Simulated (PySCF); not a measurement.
acetylene (C$_{2}$H$_{2}$), singlet, at a GFN2-xTB geometry. Base run: R2SCAN/def2-SVP (PySCF).

Here is a job for PySCF.
```python
from pyscf import gto, scf, dft

mol = gto.M(
    atom='''
C    -0.00000000   -0.00000000   -0.59686216
C     0.00000000    0.00000000    0.59686216
H     0.00000000    0.00000000    1.64657465
H    -0.00000000   -0.00000000   -1.64657465
''',
    basis='def2-svp',
    verbose=3,
)

mf = dft.RKS(mol)
mf.xc = 'r2scan'
mf.kernel()
```

The base run was repeated with changes; each row names its change, and settings that it needs were set with it.

```tsv
change	ΔE vs base (mEh)	fitting functions
base	0.000	-
auxbasis = cc-pvtz-jkfit	-0.045	218
auxbasis = def2-universal-jfit	-0.045	120
auxbasis = autoaux	-0.007	272
auxbasis = def2-tzvp-ri	-0.097	182
auxbasis = cc-pvtz-ri	-0.209	222
auxbasis = cc-pvdz-jkfit	-0.045	186
auxbasis = def2-svp-ri	-2.995	124
auxbasis = default (with mf = mf.density_fit())	-0.045	120
auxbasis = cc-pvqz-jkfit	-0.018	314
```

A fitting set is made for a task (jfit for Coulomb, jkfit for Coulomb and exchange, ri for correlation) and for a family of orbital bases.
